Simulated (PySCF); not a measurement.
C3H6OSi, SMILES [SiH2]1C=COC1. Geometry: PBE0-D3(BJ)/def2-SVP. This is a generated structure with no PubChem entry under its InChIKey; it may be hypothetical. The values are those of a single conformer.

Calculation: PBE0-D3(BJ)/def2-SVP (PySCF).

Harmonic wavenumbers (cm⁻¹): 124, 391, 489, 502, 650, 652, 732, 755, 762, 818, 882, 954, 983, 985, 1058, 1209, 1221, 1306, 1351, 1449, 1652, 2210, 2219, 3084, 3143, 3203, 3263. Rotational constants (GHz): 6.811, 4.518, 2.855; symmetry number 1.

Problem. Work out the zero-point energy and the ideal-gas rigid-rotor harmonic-oscillator thermochemistry at 298.15 K and 1 atm.

Solution. ZPE = ½ Σ hcν = ½ × 36048 cm⁻¹ = 51.53 kcal/mol. H − E(el) = 55.38 kcal/mol. Entropy in cal/(mol K): translation 39.27, rotation 25.71, vibration 7.75, total 72.73. G − E(el) = 33.70 kcal/mol. Cp = 21.44 cal/(mol K). Modes under 150 cm⁻¹ make the vibrational entropy uncertain.
